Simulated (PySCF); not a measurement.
Static response to an electric field

Compound: C₇H₆NO (charge +1).
Numbering: `[O+:1]#[C:2][CH2:3][c:4]1[cH:5][cH:6][n:7][cH:8][cH:9]1` (hydrogens: H10, H11 on C3; H12 on C5; H13 on C6; H14 on C8; H15 on C9)

Structure used (GFN2-xTB), in Å, numbered top down from 1:
```
atom  x, y, z in Å
O1    -2.757    0.208    1.942
C2    -2.406    0.000    0.892
C3    -1.822   -0.228   -0.336
C4    -0.272   -0.061   -0.172
C5     0.511   -1.156    0.141
C6     1.891   -0.958    0.220
N7     2.447    0.213    0.029
C8     1.705    1.249   -0.280
C9     0.315    1.172   -0.386
H10   -2.044   -1.241   -0.697
H11   -2.189    0.484   -1.086
H12    0.099   -2.136    0.321
H13    2.552   -1.779    0.458
H14    2.219    2.186   -0.440
H15   -0.253    2.055   -0.629
```

Level: PBE0/def2-SVPD (PySCF), static field, nuclei fixed, core orbitals frozen in the response. The polarisability tensor in these axes (au):

```
x   110.13   0.41  -8.60
y     0.41  80.95  -5.51
z    -8.60  -5.51  61.04
```

Task: Diagonalise the tensor; give its mean and Δα, where Δα² is half the sum of the squared differences of the eigenvalues.

Result: Principal values 58.31, 82.17 and 111.65 au; mean 84.04 au = 12.45 Å³ = 13.86 × 10⁻⁴⁰ C²·m²/J; Δα = 46.29 au (55 % of the mean).

Task: Directions of the eigenvectors, and the extent of the frame along each?

Result: Largest value along (0.98, 0.04, -0.17), where the nuclei span 5.45 Å; middle along (-0.08, 0.97, -0.22), 4.31 Å; least along (0.16, 0.23, 0.96), 2.76 Å. The response follows the extents in order.

Task: Give the eigenvalues of the traceless quadrupole moment Θ = ½Σq(3rr − r²1), origin at the centre of nuclear charge.

Result: -13.33, 1.15, 12.18 D·Å. The values depend on the origin, since the species is charged. The electronic extent ⟨r²⟩ about the same centre is 1180 bohr², a root-mean-square distance of 2.31 Å for the 62 electrons.

Task: What depolarisation ratio follows for Rayleigh scattering of linearly polarised light, taking the static tensor?

Result: ρ = 3Δα²/(45ᾱ² + 4Δα²) = 6427.0/(317837 + 8569.3) = 0.0197.

The structure is a single GFN2-xTB conformer in the gas phase; no vibrational or solvent corrections.

The run behind these numbers computed excited states as well. The run took 47 s wall on one thread, Arm Neoverse V1 (aarch64), no GPU, shared host, and the process peaked at 0.96 GiB of memory.
